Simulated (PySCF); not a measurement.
This PySCF input asks for the NMR shieldings of `CC#CB(Cl)OB(C)C`, C5H9B2ClO; the geometry comes from GFN2-xTB.

```python
import basis_set_exchange as bse
import numpy as np
from pyscf import gto, dft
from pyscf.prop import nmr

atoms = """
C     4.199367   -0.605130   -0.955901
C     2.859310   -0.694974   -0.428748
C     1.737089   -0.765926    0.007626
B     0.345988   -0.886812    0.601877
Cl    0.138332   -1.967346    1.992266
O    -0.697427   -0.247072    0.159151
B    -1.790604    0.364759   -0.238585
C    -2.151115    1.801287    0.355505
C    -2.715565   -0.316223   -1.346361
H     4.856489   -0.154182   -0.213064
H     4.569368   -1.602016   -1.192993
H     4.210723    0.004397   -1.858857
H    -1.544231    2.058023    1.219956
H    -3.196716    1.868338    0.644460
H    -1.987369    2.569898   -0.397499
H    -3.764449   -0.295367   -1.062226
H    -2.638452    0.224393   -2.287765
H    -2.439498   -1.349730   -1.540018
"""
names = dict.fromkeys(["C", "B", "Cl", "O", "H"], "pcSseg-1")
basis = {el: gto.basis.parse(bse.get_basis(n, elements=[el], fmt="nwchem")) for el, n in names.items()}
mol = gto.M(atom=atoms, basis=basis, charge=0, verbose=0)
mf = dft.RKS(mol, xc="PBE0")
mf.grids.level = 2
mf.grids.alignment = dft.numint.BLKSIZE   # the property module wants whole blocks of grid points
mf.conv_tol = 1e-9
mf.kernel()

calc = nmr.RKS(mf)   # GIAO
C = mf.mo_coeff
Co = C[:, mf.mo_occ > 0]
resp = mf.gen_response(singlet=True, hermi=2)
def vind(x):   # induced exchange potential for any number of trial vectors
    d = np.einsum("pi,xij,qj->xpq", C, 2 * x.reshape(-1, C.shape[1], Co.shape[1]), Co, optimize=True)
    return np.einsum("xpq,pi,qj->xij", resp(d - d.transpose(0, 2, 1)), C, Co, optimize=True).ravel()
mo1, _ = nmr.rhf.solve_mo1(calc, with_cphf=vind)
sigma = calc.kernel(mo1)
for i, s in enumerate(sigma):   # ppm
    print("%2d %-2s %9.2f" % (i, mol.atom_pure_symbol(i), np.trace(s) / 3))
```

Problem. Give the expected output.

Solution. 
```
 0 C     180.99
 1 C      72.85
 2 C     100.01
 3 B      79.33
 4 Cl    761.81
 5 O      47.43
 6 B      51.43
 7 C     178.09
 8 C     178.01
 9 H      29.55
10 H      29.54
11 H      29.63
12 H      31.42
13 H      31.06
14 H      31.16
15 H      31.06
16 H      31.15
17 H      31.42
```

These numbers come from an equivalent density-fitted implementation of the same equations, which agrees with the script to about 0.01 ppm for H and up to a few tenths of a ppm for heavy atoms, so last digits may differ.

Size and cost of the density-fitted run: 205 basis functions, 62 s wall time on 1 thread of an Arm Neoverse N1, shared host; peak memory 0.92 GiB.
